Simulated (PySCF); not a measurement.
trisilylamine (H9NSi3), SMILES [SiH3]N([SiH3])[SiH3].

Geometry: B3LYP-D3(BJ)/def2-SVP. The geometry has at least one imaginary mode, so it is a saddle point at that level.

These are TDDFT-PBE/def2-SVPD in PySCF 2.14.0 values and carry that method's errors.

Vertical excitations. Gas-phase values at a fixed geometry.

```csv
state,energy (eV),λ (nm),f,main pairs
S1,5.21,238,0.001,HOMO→LUMO 99 %
S2,6.16,201,0.002,HOMO→LUMO+1 99 %
S3,6.17,201,0.002,HOMO→LUMO+2 99 %
S4,6.23,199,0.044,HOMO→LUMO+3 99 %
S5,6.74,184,0.001,HOMO→LUMO+4 98 %
S6,6.78,183,0.006,HOMO→LUMO+5 99 %
S7,6.78,183,0.006,HOMO→LUMO+6 99 %
S8,6.82,182,0.000,HOMO−1→LUMO 100 %
S9,7.07,175,0.000,HOMO−2→LUMO 97 %
S10,7.07,175,0.000,HOMO−3→LUMO 97 %
T1,4.94,251,0,HOMO→LUMO 100 %
T2,5.98,207,0,HOMO→LUMO+1 100 %
T3,5.99,207,0,HOMO→LUMO+2 100 %
T4,6.05,205,0,HOMO→LUMO+3 99 %
```
Triplets are in the Tamm–Dancoff approximation, which puts them higher than full response would, so one can lie above its singlet here.
